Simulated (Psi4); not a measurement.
C4H7 (SMILES [CH-]=C(C)C), charge -1, singlet, geometry from GFN2-xTB (a gas-phase anion, which may not be bound at this level); CAM-B3LYP/6-31G* (Psi4).

Here is a job for Psi4.
```
memory 2 GB

molecule {
-1 1
  C    -0.01707892    0.13768366    1.56711869
  C    -0.00258751    0.01589936    0.23872691
  H    -0.01937530   -0.90033578    2.05551585
  C     0.00330867    1.25366579   -0.64010594
  H    -0.00577892    2.15256181   -0.02325221
  H     0.89326881    1.29293502   -1.28777368
  H    -0.87285877    1.28799033   -1.30658702
  C     0.01031081   -1.25397826   -0.63835837
  H     0.00619538   -2.15281432   -0.01577716
  H    -0.86732463   -1.30245721   -1.30263128
  H     0.90215513   -1.29750313   -1.28378223
}

set basis 6-31g*
set scf_type pk
set puream true
set d_convergence 1e-8
set dft_radial_points 99
set dft_spherical_points 590

energy('cam-b3lyp')
print_variables()
```

Question: Predict the main parts of the log of this Psi4 run.

Answer: 
```
   => Loading Basis Set <=

    Name: 6-31G*
    Role: ORBITAL
    Keyword: BASIS

         ---------------------------------------------------------
                                   SCF
               by Justin Turney, Rob Parrish, Andy Simmonett
                          and Daniel G. A. Smith
                              RKS Reference
         ---------------------------------------------------------

  ==> Geometry <==

    Molecular point group: c1
    Full point group: C1

    Geometry (in Angstrom), charge = -1, multiplicity = 1:

       Center              X                  Y                   Z               Mass
    ------------   -----------------  -----------------  -----------------  -----------------
         C           -0.016425065827     0.121110579201     1.510093171620    12.000000000000
         C           -0.001933655827    -0.000673720799     0.181701391620    12.000000000000
         H           -0.018721445827    -0.916908860799     1.998490331620     1.007825032230
         C            0.003962524173     1.237092709201    -0.697131458380    12.000000000000
         H           -0.005125065827     2.135988729201    -0.080277728380     1.007825032230
         H            0.893922664173     1.276361939201    -1.344799198380     1.007825032230
         H           -0.872204915827     1.271417249201    -1.363612538380     1.007825032230
         C            0.010964664173    -1.270551340799    -0.695383888380    12.000000000000
         H            0.006849234173    -2.169387400799    -0.072802678380     1.007825032230
         H           -0.866670775827    -1.319030290799    -1.359656798380     1.007825032230
         H            0.902808984173    -1.314076210799    -1.340807748380     1.007825032230

  Running in c1 symmetry.

  Rotational constants: A =      0.31308  B =      0.28999  C =      0.15952 [cm^-1]
  Rotational constants: A =   9385.96552  B =   8693.73799  C =   4782.36415 [MHz]
  Nuclear repulsion =  111.076043927143061

  Charge       = -1
  Multiplicity = 1
  Electrons    = 32
  Nalpha       = 16
  Nbeta        = 16

  ==> Algorithm <==

  SCF Algorithm Type is PK.
  DIIS enabled.
  MOM disabled.
  Fractional occupation disabled.
  Guess Type is SAD.
  Energy threshold   = 1.00e-06
  Density threshold  = 1.00e-08
  Integral threshold = 1.00e-12

  ==> Primary Basis <==

  Basis Set: 6-31G*
    Blend: 6-31G*
    Number of shells: 38
    Number of basis functions: 70
    Number of Cartesian functions: 74
    Spherical Harmonics?: true
    Max angular momentum: 2

  ==> DFT Potential <==

   => LibXC <=

    Version 7.1.2
    S. Lehtola, C. Steigemann, M. J. T. Oliveira, and M. A. L. Marques,  SoftwareX 7, 1–5 (2018) (10.1016/j.softx.2017.11.002)

   => Composite Functional: CAM-B3LYP <=

    CAM-B3LYP Hyb-GGA Exchange-Correlation Functional

    T. Yanai, D. P. Tew, and N. C. Handy,  Chem. Phys. Lett. 393, 51 (2004) (10.1016/j.cplett.2004.06.011)

    Deriv               =              1
    GGA                 =           TRUE
    Meta                =          FALSE

    Exchange Hybrid     =           TRUE
    MP2 Hybrid          =          FALSE

   => Exchange Functionals <=

    0.3500         Becke 88 [omega = 0.3300]
    0.4600   Short-range recipe for B88 functional - erf [omega = 0.3300]

   => Exact (HF) Exchange <=

    0.4600            HF,LR [omega = 0.3300]
    0.1900               HF

   => Correlation Functionals <=

    0.1900   Vosko, Wilk & Nusair (VWN5)
    0.8100   Lee, Yang & Parr

   => LibXC Density Thresholds  <==

    XC_HYB_GGA_XC_CAM_B3LYP:  1.00E-14

   => Molecular Quadrature <=

    Radial Scheme          =       TREUTLER
    Pruning Scheme         =           NONE
    Nuclear Scheme         =       TREUTLER

    Blocking Scheme        =         OCTREE
    BS radius alpha        =              1
    Pruning alpha          =              1
    Radial Points          =             99
    Spherical Points       =            590
    Total Points           =         601489
    Total Blocks           =           4216
    Max Points             =            256
    Max Functions          =             70
    Weights Tolerance      =       1.00E-15

  ==> Integral Setup <==

  Using in-core PK algorithm.
   Calculation information:
      Number of atoms:                  11
      Number of AO shells:              38
      Number of primitives:             88
      Number of atomic orbitals:        74
      Number of basis functions:        70

      Integral cutoff                 1.00e-12
      Number of threads:                 1

  Performing in-core PK
  Using 9266565 doubles for integral storage.
  We computed 269462 shell quartets total.
  Whereas there are 274911 unique shell quartets.

  Computing range-separated integrals for PK
  We computed 269462 wK shell quartets total.
  Whereas there are 274911 wK unique shell quartets.

  ==> DiskJK: Disk-Based J/K Matrices <==

    J tasked:                  Yes
    K tasked:                  Yes
    wK tasked:                 Yes
    Omega:               3.300E-01
    Schwarz Cutoff:          1E-12

  Minimum eigenvalue in the overlap matrix is 4.1708028743E-03.
  Reciprocal condition number of the overlap matrix is 8.1842615951E-04.
    Using symmetric orthogonalization.

  ==> Pre-Iterations <==

  SCF Guess: Superposition of Atomic Densities via on-the-fly atomic UHF (no occupation information).

   -------------------------
    Irrep   Nso     Nmo
   -------------------------
     A         70      70
   -------------------------
    Total      70      70
   -------------------------

  ==> Iterations <==

                        Total Energy        Delta E     RMS |[F,P]|

   @RKS iter SAD:  -155.52364520847428   -1.55524e+02   0.00000e+00
   @RKS iter   1:  -156.02775366106980   -5.04108e-01   1.14286e-02 DIIS/ADIIS
   @RKS iter   2:  -156.12892481841268   -1.01171e-01   1.00608e-02 DIIS/ADIIS
   @RKS iter   3:  -156.42087845221920   -2.91954e-01   6.03793e-04 DIIS/ADIIS
   @RKS iter   4:  -156.42160355509029   -7.25103e-04   3.78729e-04 DIIS/ADIIS
   @RKS iter   5:  -156.42199272233091   -3.89167e-04   4.94330e-05 DIIS
   @RKS iter   6:  -156.42200076592110   -8.04359e-06   2.63217e-05 DIIS
   @RKS iter   7:  -156.42200295231927   -2.18640e-06   8.78767e-06 DIIS
   @RKS iter   8:  -156.42200319860993   -2.46291e-07   1.71938e-06 DIIS
   @RKS iter   9:  -156.42200321027079   -1.16609e-08   6.98846e-07 DIIS
   @RKS iter  10:  -156.42200321169810   -1.42731e-09   1.04478e-07 DIIS
   @RKS iter  11:  -156.42200321175150   -5.34044e-11   1.39517e-08 DIIS
   @RKS iter  12:  -156.42200321175341   -1.90425e-12   2.75493e-09 DIIS
  Energy and wave function converged.

  ==> Post-Iterations <==

   Electrons on quadrature grid:
      Ntotal   =   32.0000040122 ; deviation = 4.012e-06

    Orbital Energies [Eh]
    ---------------------

    Doubly Occupied:

       1A    -10.048955     2A    -10.038247     3A     -9.999002
       4A     -9.938005     5A     -0.646533     6A     -0.563345
       7A     -0.493540     8A     -0.339558     9A     -0.297151
      10A     -0.279666    11A     -0.269436    12A     -0.254577
      13A     -0.198017    14A     -0.156121    15A     -0.039787
      16A      0.023550

    Virtual:

      17A      0.320671    18A      0.337814    19A      0.379019
      20A      0.382984    21A      0.417474    22A      0.417510
      23A      0.420243    24A      0.456063    25A      0.486034
      26A      0.555569    27A      0.680536    28A      0.771362
      29A      0.811473    30A      0.816768    31A      0.835712
      32A      0.857396    33A      0.929762    34A      0.978219
      35A      0.989035    36A      1.024015    37A      1.031079
      38A      1.070067    39A      1.099507    40A      1.125987
      41A      1.147887    42A      1.153830    43A      1.179594
      44A      1.210583    45A      1.216228    46A      1.233474
      47A      1.242725    48A      1.445289    49A      1.559328
      50A      1.716053    51A      1.723924    52A      1.752354
      53A      2.054302    54A      2.079838    55A      2.095760
      56A      2.146407    57A      2.219741    58A      2.278445
      59A      2.351069    60A      2.393983    61A      2.471932
      62A      2.495569    63A      2.518728    64A      2.602172
      65A      2.696907    66A      2.719738    67A      2.816588
      68A      2.862294    69A      3.168083    70A      3.216365

    Final Occupation by Irrep:
              A
    DOCC [    16 ]
    NA   [    16 ]
    NB   [    16 ]

  @RKS Final Energy:  -156.42200321175341

   => Energetics <=

    Nuclear Repulsion Energy =            111.0760439271430613
    One-Electron Energy =                -436.0173079528481139
    Two-Electron Energy =                 186.0342027350523040
    DFT Exchange-Correlation Energy =     -17.5149419211006681
    Empirical Dispersion Energy =           0.0000000000000000
    VV10 Nonlocal Energy =                  0.0000000000000000
    Total Energy =                       -156.4220032117534060

Computation Completed

Properties will be evaluated at   0.000000,   0.000000,   0.000000 [a0]

Properties computed using the SCF density matrix

 Multipole Moments:

 ------------------------------------------------------------------------------------
     Multipole            Electronic (a.u.)      Nuclear  (a.u.)        Total (a.u.)
 ------------------------------------------------------------------------------------

 L = 1.  Multiply by 2.5417464519 to convert [e a0] to [Debye]
 Dipole X            :         -0.0175715            0.0383038            0.0207323
 Dipole Y            :          0.5361340           -0.9708761           -0.4347421
 Dipole Z            :          1.5086307           -3.3406410           -1.8320103
 Magnitude           :                                                    1.8830008

 ------------------------------------------------------------------------------------

  Variable Map:
  ----------------------------------------------------------------------------
  "CURRENT ENERGY"              =>    -156.422003211753
  "CURRENT REFERENCE ENERGY"    =>    -156.422003211753
  "DD SOLVATION ENERGY"         =>       0.000000000000
  "DFT FUNCTIONAL TOTAL ENERGY" =>    -156.422003211753
  "DFT TOTAL ENERGY"            =>    -156.422003211753
  "DFT VV10 ENERGY"             =>       0.000000000000
  "DFT XC ENERGY"               =>     -17.514941921101
  "GRID ELECTRONS ALPHA"        =>      16.000002006098
  "GRID ELECTRONS BETA"         =>      16.000002006098
  "GRID ELECTRONS TOTAL"        =>      32.000004012195
  "NUCLEAR REPULSION ENERGY"    =>     111.076043927143
  "ONE-ELECTRON ENERGY"         =>    -436.017307952848
  "PCM POLARIZATION ENERGY"     =>       0.000000000000
  "PE ENERGY"                   =>       0.000000000000
  "SCF ITERATION ENERGY"        =>    -156.422003211753
  "SCF ITERATIONS"              =>      12.000000000000
  "SCF TOTAL ENERGY"            =>    -156.422003211753
  "TWO-ELECTRON ENERGY"         =>     186.034202735052
  "XC GRID RADIAL POINTS"       =>      99.000000000000
  "XC GRID SPHERICAL POINTS"    =>     590.000000000000
  "XC GRID TOTAL POINTS"        =>  601489.000000000000

  Array Variable Map:
  ----------------------------------------------------------------------------
  "CURRENT DIPOLE"              =>       0.020732308632 ... -1.832010252985 1 by 3
  "SCF DIPOLE"                  =>       0.020732308632 ... -1.832010252985 1 by 3
  "SCF TOTAL ENERGIES"          =>    -155.523645208474 ... -156.422003211753 1 by 13
```
